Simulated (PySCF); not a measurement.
## Electric field gradients and quadrupole coupling constants

C₅H₆F₃O₂S (charge -1).
Cartesian coordinates in Å at the GFN2-xTB level; atoms count from 1:
```
atom  x, y, z in Å
C1     2.410    0.871   -0.530
C2     1.674   -0.196   -0.274
C3     0.490   -0.215    0.632
C4    -0.794   -0.571   -0.092
S5    -2.149   -0.927    1.382
O6    -2.059    0.316    2.169
O7    -1.452   -2.062    2.027
C8    -1.289    0.476   -1.014
F9    -1.236    1.730   -0.551
F10   -0.615    0.537   -2.222
F11   -2.574    0.272   -1.398
H12    2.201    1.822   -0.067
H13    3.245    0.845   -1.212
H14    1.899   -1.138   -0.761
H15    0.615   -0.979    1.408
H16    0.357    0.750    1.124
H17   -0.731   -1.517   -0.632
```

Field gradients from the PBE0/pcSseg-1 density (PySCF, non-relativistic), principal values in atomic units, ordered |Vxx| ≤ |Vyy| ≤ |Vzz|:

```csv
atom,Vxx,Vyy,Vzz
S5,0.6299,1.4186,-2.0485
O6,-0.3481,-0.8976,1.2458
O7,-0.3775,-0.8831,1.2606
```

Question: Find the asymmetry η = (Vxx − Vyy)/Vzz and the couplings χ = eQV/h (234.96 MHz × Q in barn × V in au), with Q(33S) = −0.0678 b, Q(17O) = −0.0256 b.

Answer: 
| atom | environment | nucleus | η | χzz (MHz) | χxx (MHz) | χyy (MHz) |
| --- | --- | --- | --- | --- | --- | --- |
| S5 | sulfur bonded to C and 2 O | 33S | 0.39 | 32.63 | -10.03 | -22.60 |
| O6 | oxygen bonded to S | 17O | 0.44 | -7.49 | 2.09 | 5.40 |
| O7 | oxygen bonded to S | 17O | 0.40 | -7.58 | 2.27 | 5.31 |

Question: What is Vzz at O7 in SI units (1 au = 9.71736 × 10²¹ V/m²)?

Answer: 1.2606 au = 12.250 × 10²¹ V/m².

Question: And the gradient at the other heavy atoms, for which no coupling is worked out here?

Answer: 
```csv
atom,environment,Vzz (au),η
C1,terminal =CH2 carbon,0.211,0.74
C2,alkene CH carbon,0.373,0.47
C3,allylic carbon,-0.117,0.80
C4,sp3 carbon bound to sulfur,0.122,0.80
C8,CF3 carbon,-0.508,0.01
F9,fluorine of a CF3 group,2.873,0.06
F10,fluorine of a CF3 group,2.828,0.05
F11,fluorine of a CF3 group,2.849,0.06
```

Question: What couplings would deuterons (Q(2H) = 0.00286 b) have in place of the hydrogens, at this geometry?

Answer: 
| atom | bonded to | bond length (Å) | Vzz (au) | η | χzz (kHz) |
| --- | --- | --- | --- | --- | --- |
| H12 | C1 | 1.078 | 0.3388 | 0.07 | 228 |
| H13 | C1 | 1.079 | 0.3404 | 0.06 | 229 |
| H14 | C2 | 1.084 | 0.3238 | 0.05 | 218 |
| H15 | C3 | 1.096 | 0.2884 | 0.01 | 194 |
| H16 | C3 | 1.092 | 0.3002 | 0.02 | 202 |
| H17 | C4 | 1.091 | 0.3101 | 0.08 | 208 |

The structure is a single GFN2-xTB conformer in the gas phase; no vibrational or solvent corrections. The pcSseg-1 basis has no diffuse functions, a weakness for an anion. GFN2-xTB bond lengths can be off by several hundredths of an ångström, more for odd bonds, and the gradients follow them. The basis is small and wasn't made for field gradients, so the couplings can be 20 % off.
